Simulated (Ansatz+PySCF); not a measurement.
The numbers below are computed, except where a source is named.
This PySCF input gave a total energy of -755.97833 hartree.

```python
from pyscf import gto, scf

mol = gto.M(atom="""
I 0.000000 0.000000 -0.526550
Cl 0.000000 0.000000 1.641610
""", basis='def2-svp', ecp={'I': 'def2-svp'}, charge=0, spin=0)
mf = scf.RHF(mol)
mf.init_guess = 'minao'
mf.kernel()
while True:  # follow internal instabilities
    mo, _, stable, _ = mf.stability(return_status=True)
    if stable: break
    mf.kernel(mf.make_rdm1(mo, mf.mo_occ))
print(mf.converged, mf.e_tot, mf.spin_square()[0])
```

Problem. Write an input for Ansatz with the same method and basis set.

Solution.

```yaml
crystal:
  periodic: [false, false, false]
  atoms:
    - { symbol: I, position_ang: [0.0, 0.0, -0.52655] }
    - { symbol: Cl, position_ang: [0.0, 0.0, 1.64161] }
basis:
  gaussian: { orbitals: def2-SVP }
hamiltonian:
  xc: hf
```

Ansatz (development build ahead of 0.2.0) gave -755.97833 hartree, 0.03 meV from the first. The basis set brings a core potential for I, so the total leaves out those core electrons.
